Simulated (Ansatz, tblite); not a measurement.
Forces on Sn₁₂Cl₁₂O₂₀H₆²⁺ (started as a model of: [(RSn)12O14(OH)6]2+, R = Cl) at its r2SCAN-D4/def2-SVP geometry. The state is a singlet with charge 2.

In the def2 sets Sn takes a core potential; there is no spin–orbit coupling. The xTB rows come from tblite. Single mean-field runs in def2-SVP are fitted with def2-universal-jkfit.

GFN2-xTB (tblite), largest force 1.85 eV/Å:

```xyz
50
positions Å, forces eV/Å
Sn   -3.311   -0.602   -0.656   -1.650   -0.619   -0.017
Sn   -1.282    0.272   -3.168   -0.256   -0.017   -1.743
Sn   -2.151    2.529   -0.856   -0.852    1.535   -0.155
Sn    1.785   -0.825   -2.561    1.231   -0.537   -1.274
Sn    0.336    2.939    1.295    0.419    1.570    0.885
Sn   -1.599   -2.285    1.629   -0.663   -1.353    1.072
Sn   -1.785    0.825    2.561   -1.231    0.537    1.274
Sn   -0.336   -2.939   -1.295   -0.419   -1.569   -0.885
Sn    1.599    2.285   -1.629    0.663    1.353   -1.073
Sn    3.311    0.603    0.656    1.650    0.619    0.017
Sn    1.282   -0.272    3.168    0.256    0.017    1.743
Sn    2.151   -2.529    0.856    0.852   -1.534    0.155
O    -1.579    0.515   -1.096    0.242   -0.079    0.169
O    -2.757   -0.544    1.380   -0.477    0.309    0.496
O    -2.080   -2.301   -0.421   -0.127   -0.603   -0.436
O    -0.203   -1.492   -2.744   -0.239   -0.652   -0.296
O     0.700    0.947   -2.900    0.228    0.613   -0.377
O    -1.684    2.354    1.194   -0.542    0.133    0.507
O    -0.104    3.034   -0.762    0.277    0.487   -0.505
O     1.684   -2.354   -1.194    0.542   -0.133   -0.507
O     2.757    0.544   -1.380    0.477   -0.308   -0.496
O     0.203    1.492    2.744    0.239    0.651    0.296
O     2.080    2.301    0.421    0.127    0.603    0.436
O    -0.700   -0.947    2.900   -0.228   -0.613    0.377
O     0.104   -3.034    0.762   -0.277   -0.487    0.505
O     1.579   -0.515    1.096   -0.242    0.079   -0.169
O    -3.102   -0.716   -2.754   -0.842   -0.428   -0.829
O    -3.923    1.416   -0.570   -1.177    0.439    0.060
O    -2.006    2.243   -2.943   -0.396    0.775   -0.906
O     3.102    0.716    2.754    0.842    0.428    0.829
O     3.923   -1.416    0.570    1.177   -0.440   -0.059
O     2.006   -2.243    2.943    0.396   -0.775    0.906
Cl   -5.401   -1.582   -0.486    0.957    0.453   -0.082
Cl   -1.369    0.156   -5.478    0.034    0.055    1.059
Cl   -3.097    4.641   -0.884    0.430   -0.971    0.009
Cl    3.065   -1.414   -4.362   -0.662    0.301    0.869
Cl    0.591    5.014    2.222   -0.156   -1.014   -0.478
Cl   -2.713   -3.907    2.793    0.520    0.811   -0.595
Cl   -3.065    1.414    4.362    0.662   -0.301   -0.868
Cl   -0.591   -5.014   -2.222    0.156    1.014    0.478
Cl    2.713    3.907   -2.793   -0.520   -0.811    0.595
Cl    5.401    1.582    0.486   -0.957   -0.453    0.082
Cl    1.368   -0.156    5.478   -0.034   -0.055   -1.059
Cl    3.097   -4.641    0.884   -0.430    0.971   -0.009
H    -3.717   -1.118   -3.391    0.149    0.052    0.138
H    -4.824    1.758   -0.444    0.196   -0.072    0.011
H    -2.239    2.874   -3.646    0.085   -0.120    0.149
H     3.717    1.118    3.391   -0.149   -0.052   -0.138
H     4.825   -1.758    0.445   -0.196    0.072   -0.011
H     2.238   -2.874    3.646   -0.084    0.120   -0.149
```

BLYP-D4/def2-SVP (Ansatz), largest force 0.57 eV/Å:

```
Sn -0.165 -0.064 -0.005
Sn -0.027 -0.002 -0.175
Sn -0.084 0.155 -0.020
Sn 0.148 -0.057 -0.052
Sn 0.089 0.094 0.107
Sn 0.011 -0.115 0.120
Sn -0.148 0.057 0.052
Sn -0.089 -0.093 -0.107
Sn -0.011 0.115 -0.121
Sn 0.166 0.063 0.005
Sn 0.027 0.002 0.175
Sn 0.084 -0.155 0.020
O 0.450 -0.146 0.316
O -0.405 0.030 0.102
O -0.303 -0.234 -0.170
O -0.161 -0.174 -0.346
O -0.024 0.196 -0.370
O -0.323 0.251 0.089
O -0.086 0.354 -0.207
O 0.323 -0.251 -0.089
O 0.405 -0.030 -0.102
O 0.161 0.173 0.346
O 0.303 0.234 0.170
O 0.024 -0.195 0.370
O 0.086 -0.354 0.207
O -0.450 0.147 -0.316
O -0.130 -0.100 -0.139
O -0.200 0.077 0.041
O -0.039 0.144 -0.155
O 0.130 0.101 0.139
O 0.200 -0.077 -0.042
O 0.039 -0.144 0.155
Cl -0.470 -0.231 0.049
Cl -0.007 -0.031 -0.526
Cl -0.205 0.484 0.003
Cl 0.311 -0.143 -0.441
Cl 0.061 0.507 0.226
Cl -0.274 -0.396 0.283
Cl -0.311 0.143 0.441
Cl -0.061 -0.507 -0.226
Cl 0.273 0.396 -0.283
Cl 0.470 0.231 -0.049
Cl 0.007 0.031 0.526
Cl 0.205 -0.484 -0.003
H -0.237 -0.155 -0.245
H -0.347 0.132 0.049
H -0.089 0.243 -0.271
H 0.237 0.155 0.245
H 0.347 -0.132 -0.048
H 0.089 -0.243 0.271
```

r2SCAN-D4/def2-SVP (Ansatz), largest force 0.01 eV/Å:

```
Sn 0.002 -0.006 0.008
Sn 0.009 -0.004 -0.001
Sn 0.006 0.004 0.006
Sn 0.005 0.000 0.005
Sn 0.005 -0.003 0.003
Sn 0.006 0.000 0.003
Sn -0.005 0.000 -0.005
Sn -0.005 0.003 -0.003
Sn -0.006 0.000 -0.003
Sn -0.002 0.005 -0.008
Sn -0.009 0.004 0.001
Sn -0.006 -0.004 -0.006
O 0.002 -0.001 0.001
O -0.001 0.000 -0.004
O -0.002 0.003 -0.001
O -0.003 0.002 0.000
O -0.004 0.000 0.000
O -0.001 -0.001 -0.003
O -0.003 -0.001 -0.001
O 0.001 0.000 0.004
O 0.001 0.000 0.004
O 0.003 -0.003 0.000
O 0.001 -0.003 0.002
O 0.004 0.001 0.000
O 0.003 0.001 0.001
O -0.002 0.001 -0.001
O -0.004 -0.001 -0.003
O -0.005 0.001 -0.001
O -0.003 0.003 -0.003
O 0.004 0.001 0.003
O 0.004 -0.001 0.001
O 0.002 -0.002 0.003
Cl 0.000 0.002 -0.001
Cl -0.001 0.001 0.001
Cl -0.001 -0.001 -0.001
Cl 0.001 0.000 -0.002
Cl 0.000 0.002 0.001
Cl -0.001 -0.001 0.001
Cl -0.001 0.000 0.002
Cl 0.000 -0.002 -0.001
Cl 0.001 0.001 -0.001
Cl 0.000 -0.001 0.001
Cl 0.001 0.000 -0.001
Cl 0.001 0.001 0.001
H 0.001 0.002 0.001
H 0.002 -0.001 -0.001
H 0.000 -0.002 0.002
H -0.001 -0.002 -0.001
H -0.002 0.001 0.001
H 0.001 0.002 -0.001
```
